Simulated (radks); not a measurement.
Valence configurations of Ce+ (all share [Xe]). Method: scalar-relativistic Kohn-Sham, PBE, spin-unpolarised, spherical densities, finite nucleus; Fermi nuclear charge, rms radius 4.8771 fm; computed with a radial shooting solver on a logarithmic mesh with Libxc functionals. Energies are relative to 4f1 5d2; eigenvalues in eV.

| valence | E (eV) | e(4f) | e(5d) | e(6p) | e(6s) |
|---|---|---|---|---|---|
| 4f2 6s1 | -0.913 | -6.263 | - | - | -7.954 |
| 4f1 5d1 6s1 | -0.167 | -11.286 | -8.564 | - | -8.490 |
| 4f2 5d1 | -0.118 | -4.579 | -6.172 | - | - |
| 4f1 5d2 | 0.000 | -9.221 | -7.209 | - | - |
| 4f1 6s2 | 0.169 | -13.558 | - | - | -9.410 |
| 4f0.5 5d2 6s0.5 | 1.626 | -13.144 | -8.470 | - | -8.272 |
| 4f1 5d1 6p1 | 2.883 | -12.361 | -9.402 | -6.019 | - |
| 5d2 6s1 | 4.989 | - | -9.836 | - | -8.946 |
| 5d2 6p1 | 8.259 | - | -10.695 | -6.247 | - |
| 5d1 6s1 6p1 | 9.736 | - | -12.252 | -6.884 | -10.449 |

NIST lists [Xe] 4f1 5d2 as the ground configuration; this level of theory puts 4f2 6s1 lower, by 0.913 eV. The energies are those of spherical spin-averaged densities, not of single terms.
